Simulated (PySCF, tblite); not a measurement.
Species: 2,4-dimethyl-1,4-pentadiene, C₇H₁₂.
Numbering: `[CH2:1]=[C:2]([CH3:3])[CH2:4][C:5](=[CH2:6])[CH3:7]` (hydrogens: H8, H9 on C1; H10, H11, H12 on C3; H13, H14 on C4; H15, H16 on C6; H17, H18, H19 on C7)

Computed with GFN2-xTB (tblite), gas phase: Langevin dynamics at 400 K from the optimised GFN2-xTB geometry, time step 0.5 fs, friction 0.01 fs⁻¹, 2000 steps. Over the second half of the run the saved frames average 347 K.

Frame at 250 fs, instantaneous temperature 484 K:
```
atom  x, y, z in Å
C1     -1.425   -1.307    1.683
C2     -1.304   -0.699    0.544
C3     -2.174   -1.180   -0.594
C4     -0.321    0.472    0.416
C5      0.889   -0.122   -0.359
C6      1.143    0.080   -1.653
C7      1.938   -0.918    0.421
H8     -1.102   -1.029    2.659
H9     -2.081   -2.171    1.813
H10    -3.170   -0.642   -0.584
H11    -2.258   -2.175   -0.234
H12    -1.636   -1.053   -1.526
H13    -0.720    1.322   -0.242
H14    -0.046    0.789    1.409
H15     0.554    0.797   -2.244
H16     2.137   -0.094   -2.133
H17     2.770   -0.149    0.847
H18     2.518   -1.747   -0.198
H19     1.492   -1.476    1.206
```

Frame at 425 fs, instantaneous temperature 351 K:
```
atom  x, y, z in Å
C1     -1.216   -1.458    2.057
C2     -1.017   -0.914    0.888
C3     -1.914   -1.227   -0.236
C4     -0.021    0.240    0.668
C5      1.078   -0.300   -0.268
C6      1.257   -0.042   -1.555
C7      2.047   -1.194    0.452
H8     -0.572   -1.290    2.807
H9     -1.962   -2.248    2.262
H10    -2.705   -0.544   -0.133
H11    -2.273   -2.221   -0.071
H12    -1.464   -1.063   -1.333
H13    -0.588    1.085    0.329
H14     0.455    0.467    1.637
H15     0.683    0.735   -2.017
H16     2.138   -0.406   -2.180
H17     2.193   -0.753    1.387
H18     3.064   -1.230    0.015
H19     1.747   -2.276    0.568
```

Frame at 625 fs, instantaneous temperature 308 K:
```
atom  x, y, z in Å
C1     -1.213   -0.544    2.283
C2     -0.649   -0.276    1.147
C3     -1.194   -0.621   -0.230
C4      0.601    0.722    1.161
C5      1.481    0.438   -0.001
C6      1.422    1.239   -1.099
C7      2.238   -0.848   -0.041
H8     -0.631   -0.152    3.129
H9     -1.953   -1.306    2.490
H10    -1.513    0.271   -0.672
H11    -1.891   -1.440   -0.228
H12    -0.358   -1.023   -0.884
H13     0.008    1.749    1.042
H14     1.107    0.512    2.061
H15     0.877    2.147   -1.097
H16     2.028    1.100   -1.977
H17     1.543   -1.672    0.052
H18     2.932   -0.851    0.815
H19     2.829   -0.772   -0.978
```

Frame at 800 fs, instantaneous temperature 288 K:
```
atom  x, y, z in Å
C1     -0.746   -1.098    1.694
C2     -0.613   -0.002    0.940
C3     -1.574    0.364   -0.133
C4      0.389    1.053    1.230
C5      1.343    1.143   -0.039
C6      1.135    2.175   -0.810
C7      2.411    0.168   -0.102
H8     -0.025   -1.141    2.479
H9     -1.373   -1.990    1.564
H10    -2.218    1.170    0.229
H11    -2.309   -0.349   -0.347
H12    -1.010    0.728   -1.022
H13    -0.054    2.033    1.293
H14     0.976    0.926    2.138
H15     0.537    3.012   -0.630
H16     1.740    2.276   -1.712
H17     2.080   -0.829    0.049
H18     2.991    0.374    0.789
H19     3.051    0.084   -0.971
```

Frame at 1000 fs, instantaneous temperature 437 K:
```
atom  x, y, z in Å
C1     -0.243   -1.008    1.385
C2     -0.457    0.109    0.664
C3     -1.651    0.213   -0.284
C4      0.502    1.305    0.827
C5      1.471    1.434   -0.336
C6      1.227    2.144   -1.440
C7      2.640    0.581   -0.252
H8      0.640   -1.133    2.028
H9     -0.847   -1.833    1.279
H10    -1.855   -0.800   -0.702
H11    -1.585    0.864   -1.163
H12    -2.627    0.536    0.270
H13     0.022    2.261    0.954
H14     1.084    1.081    1.789
H15     0.331    2.687   -1.450
H16     1.720    2.148   -2.360
H17     2.443   -0.481   -0.528
H18     2.967    0.745    0.779
H19     3.393    0.891   -0.968
```

Task: What do single points at PBE0/pcSseg-1 (PySCF, gas phase) give on these frames?

Result: 
```tsv
t (fs)	GFN2-xTB E above start (eV)	DFT E above lowest frame (eV)	HOMO (eV)	LUMO (eV)	dipole (D)
250	1.23	0.49	-7.03	-0.16	0.45
425	0.92	0.22	-7.11	0.01	0.23
625	0.95	0.26	-6.94	0.17	0.48
800	0.73	0.00	-6.94	0.00	0.31
1000	0.77	0.02	-7.01	-0.13	0.39
```

Both levels order the frames alike by energy; measured from each level's lowest frame they differ by 0.04 eV at most. The HOMO–LUMO gap runs from 6.87 to 7.12 eV. These are instantaneous structures, not minima.

Task: And the isotropic GIAO shieldings (ppm) from the same runs?

Result: 
```
atom  250 fs  425 fs  625 fs  800 fs  1000 fs   mean  range
  C1    73.0    74.9    72.3    68.0     62.2   70.1   12.7
  C2    37.4    34.3    29.4    34.4     29.1   32.9    8.3
  C3   160.3   161.5   165.4   165.0    161.8  162.8    5.1
  C4   130.5   131.1   124.5   127.3    128.3  128.3    6.6
  C5    28.8    34.5    23.6    35.5     30.8   30.6   11.9
  C6    62.5    65.6    59.3    71.9     71.8   66.2   12.6
  C7   151.0   158.8   159.9   169.6    158.7  159.6   18.6
  H8    27.0    28.2    26.3    27.0     26.0   26.9    2.2
  H9    26.7    26.3    26.1    25.9     27.3   26.5    1.4
 H10    28.6    30.4    31.1    30.3     29.1   29.9    2.5
 H11    29.6    30.0    30.2    30.8     29.4   30.0    1.4
 H12    29.6    27.4    29.3    28.5     28.0   28.6    2.2
 H13    27.5    29.3    26.0    29.2     28.7   28.1    3.3
 H14    28.8    28.6    29.2    29.0     27.9   28.7    1.3
 H15    26.5    26.8    26.9    27.0     27.6   27.0    1.1
 H16    25.5    25.3    26.4    26.9     26.8   26.2    1.6
```

What follows is the cost of the whole dynamics run. On one thread, Arm Neoverse V2 (aarch64), no GPU, shared host with 48 logical CPUs at a one-minute load of 14, this took 9.1 s and 0.18 GiB of memory at its peak.
